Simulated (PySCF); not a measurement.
How do the members of this family differ from one of them?

PySCF, wB97X-D/def2-SVPD, density fitting, gas phase; each molecule at its own PBE0-D3(BJ)/def2-SVP geometry, one conformer. Singlet excitations by full TDDFT with frozen cores and triplets by Tamm–Dancoff TDDFT. 

Reference: `[H][Ga]([Cl])[Cl]`, with HOMO energy -11.12 eV, LUMO energy -0.18 eV, lowest singlet excitation 6.19 eV, lowest triplet excitation 5.96 eV, mean polarisability 54.6 au and dipole moment 1.92 D.

Changes against it:

```tsv
molecule	Δ HOMO energy (eV)	Δ LUMO energy (eV)	Δ lowest singlet excitation (eV)	Δ lowest triplet excitation (eV)	Δ mean polarisability (au)	Δ dipole moment (D)
O=C=[N][Ga]([Cl])[Cl]	+0.08	-0.07	-0.07	+0.06	+18.4	-0.98
C#[C][Ga]([Cl])[Cl]	+0.30	-0.24	-0.91	-1.27	+19.5	+0.62
[Cl][Ga]([Cl])[I]	+1.00	-0.63	-1.35	-1.53	+34.9	-0.71
[CH3][Ga]([Cl])[Cl]	+0.35	+0.55	+0.15	+0.13	+12.2	+1.06
[Cl][Ga]([Cl])[c]1ccccc1	+1.48	-0.05	-1.03	-1.91	+67.3	+1.65
[OH][Ga]([Cl])[Cl]	-0.29	-0.06	+0.32	+0.16	+1.9	-0.44
C[CH](C)[Ga]([Cl])[Cl]	+1.15	+0.57	-0.43	-0.55	+36.9	+1.39
[Cl][Ga]([Cl])[Br]	+0.14	-0.53	-0.51	-0.67	+20.0	-1.42
CC[CH2][Ga]([Cl])[Cl]	+0.82	+0.54	-0.19	-0.27	+37.4	+1.36
[SiH3][CH2][Ga]([Cl])[Cl]	+0.49	+0.38	+0.04	-0.02	+38.9	+0.89
F[C](F)(F)[Ga]([Cl])[Cl]	-0.21	-0.29	-0.10	-0.19	+13.3	-1.72
```

Rows whose labels were lost:

```tsv
row	Δ HOMO energy (eV)	Δ LUMO energy (eV)	Δ lowest singlet excitation (eV)	Δ lowest triplet excitation (eV)	Δ mean polarisability (au)	Δ dipole moment (D)
P	+1.41	+0.60	-0.61	-0.76	+49.4	+1.43
Q	+2.32	+0.57	-1.37	-1.45	+32.8	+0.80
R	-0.68	-0.89	-0.08	-0.46	+11.4	-0.03
```

Task: Which row belongs to which of `C[C](C)(C)[Ga]([Cl])[Cl]`, `C[N](C)[Ga]([Cl])[Cl]` and `N#[C][Ga]([Cl])[Cl]`?

Result: P = `C[C](C)(C)[Ga]([Cl])[Cl]`, Q = `C[N](C)[Ga]([Cl])[Cl]` and R = `N#[C][Ga]([Cl])[Cl]`. P and Q are told apart most clearly by the mean polarisability (+49.4 against +32.8 au); P and R are told apart most clearly by the mean polarisability (+49.4 against +11.4 au); Q and R are told apart most clearly by the HOMO energy (+2.32 against -0.68 eV); P comes close to the labelled row of `C[CH](C)[Ga]([Cl])[Cl]` in every column.

Task: Fit a straight line for the change of the lowest singlet excitation against that of the lowest triplet excitation over the labelled rows, and test it on P, Q and R.

Result: Over the 11 labelled rows the slope is 0.707 eV/eV, the intercept +0.02 eV, r = 0.96 and the standard error 0.16 eV. P: predicted -0.52, computed -0.61 eV; Q: predicted -1.01, computed -1.37 eV; R: predicted -0.31, computed -0.08 eV. The mean miss is 0.23 eV, against 0.51 eV for guessing the labelled rows' mean: the line carries over to these rows.
